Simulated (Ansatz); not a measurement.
The inner images of a band of CH₅BrOSi (9 atoms, charge 0, multiplicity 1) are given out of order.

Method: RKS PBE/def2-SVP (Ansatz 0.2.0).

First end point:

```xyz
9
Properties=species:S:1:pos:R:3
O -0.158 1.576 -0.737
C 0.714 0.528 -0.345
Si -0.196 -0.765 0.721
Br -1.987 -1.370 -0.522
H -0.918 1.157 -1.189
H 1.530 0.979 0.261
H 1.212 0.019 -1.209
H 0.618 -1.997 1.009
H -0.727 -0.173 1.993
```

Last end point:

```xyz
9
Properties=species:S:1:pos:R:3
O 0.668 1.621 0.384
C 0.523 0.528 -0.524
Si -0.379 -0.880 0.395
Br -0.803 -2.636 -0.953
H -0.214 2.021 0.503
H 1.543 0.196 -0.809
H 0.006 0.803 -1.474
H 0.439 -1.354 1.559
H -1.692 -0.344 0.900
```

Problem. Put them in order from the first end to the last, with their energies above the first end.
A.
```xyz
9
Properties=species:S:1:pos:R:3
O -0.064 1.706 -0.515
C 0.688 0.510 -0.366
Si -0.222 -0.804 0.681
Br -1.843 -1.696 -0.614
H -0.873 1.482 -1.014
H 1.629 0.777 0.164
H 1.001 0.060 -1.341
H 0.679 -1.919 1.137
H -0.907 -0.163 1.851
```
B.
```xyz
9
Properties=species:S:1:pos:R:3
O 0.067 1.794 -0.313
C 0.659 0.506 -0.398
Si -0.252 -0.835 0.632
Br -1.656 -2.000 -0.699
H -0.803 1.753 -0.752
H 1.686 0.595 0.018
H 0.785 0.145 -1.449
H 0.695 -1.824 1.255
H -1.091 -0.179 1.689
```
C.
```xyz
9
Properties=species:S:1:pos:R:3
O 0.492 1.732 0.217
C 0.567 0.506 -0.507
Si -0.337 -0.869 0.472
Br -0.990 -2.549 -0.883
H -0.436 2.031 0.179
H 1.643 0.243 -0.586
H 0.185 0.578 -1.554
H 0.533 -1.448 1.551
H -1.570 -0.272 1.094
```
D.
```xyz
9
Properties=species:S:1:pos:R:3
O 0.354 1.801 0.052
C 0.603 0.503 -0.475
Si -0.307 -0.864 0.531
Br -1.214 -2.404 -0.847
H -0.584 2.008 -0.121
H 1.696 0.325 -0.380
H 0.366 0.406 -1.562
H 0.606 -1.590 1.479
H -1.431 -0.231 1.304
```
E.
```xyz
9
Properties=species:S:1:pos:R:3
O 0.214 1.823 -0.119
C 0.631 0.504 -0.440
Si -0.281 -0.855 0.582
Br -1.430 -2.239 -0.783
H -0.704 1.926 -0.429
H 1.711 0.439 -0.180
H 0.562 0.265 -1.529
H 0.662 -1.710 1.382
H -1.276 -0.200 1.498
```

Solution. A (+4.2 kJ/mol), B (+11.2 kJ/mol), E (+14.6 kJ/mol), D (+12.1 kJ/mol), C (+6.7 kJ/mol).

The run took 57 s on 2 threads of Intel(R) Xeon(R) Platinum 8488C (Sapphire Rapids) (shared host), peak memory 0.16 GiB.
